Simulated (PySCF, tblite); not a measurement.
Task: Give a GFN2-xTB geometry of InChI=1S/C6H15P/c1-3-5-6-7-4-2/h7H,3-6H2,1-2H3.

Result: 
```
atom  x, y, z in Å
C1     3.4951   -0.5997    0.2657
C2     2.4158   -0.1788   -0.7237
C3     1.1378    0.2582   -0.0116
C4     0.0504    0.6754   -0.9968
P5    -1.4672    1.3220   -0.1260
C6    -2.2497   -0.2998    0.3594
C7    -3.7084   -0.1094    0.7533
H8     3.7455    0.2256    0.9287
H9     3.1504   -1.4337    0.8735
H10    4.3974   -0.9060   -0.2582
H11    2.7860    0.6451   -1.3384
H12    2.1890   -1.0132   -1.3921
H13    0.7749   -0.5647    0.6094
H14    1.3599    1.0974    0.6526
H15    0.4207    1.4901   -1.6263
H16   -0.2196   -0.1612   -1.6481
H17   -2.2136    1.4607   -1.3068
H18   -2.1634   -1.0117   -0.4665
H19   -1.6894   -0.6964    1.2109
H20   -3.7897    0.5773    1.5933
H21   -4.1531   -1.0611    1.0395
H22   -4.2791    0.3032   -0.0769
```

Any rigid rotation of these coordinates is as good. Atoms count from 1 in this order. Of the pairs four or more bonds apart, H16···H18 is among the closest relative to their van der Waals radii: 2.43 Å, 101 % of the sum of Bondi's values. All 4 C–C bonds measure 1.523 to 1.527 Å. P5 (phosphine phosphorus) is pyramidal (angles 99.3°, 94.7° and 94.3°, sum 288.2°, 0.86 Å off the plane of its three neighbours).

Bonds between heavy atoms (Å): C1–C2 1.524, C2–C3 1.527, C3–C4 1.525, C4–P5 1.865, P5–C6 1.865, C6–C7 1.523.

Structure optimised with GFN2-xTB, isolated species.

Point group: C1 (no symmetry element, even within 0.4 Å). Its GFN2-xTB frequencies are all real (lowest 51 cm⁻¹). The numbers are those of one conformer (C1–C2–C3–C4 180°, C2–C3–C4–P5 -176°, C3–C4–P5–C6 -79°, C4–P5–C6–C7 -164°). 3 starts were optimised and ended at 0.00, 0.20 and 1.26 kcal/mol (GFN2-xTB); the lowest of these is shown.

All values are computed, not measured.
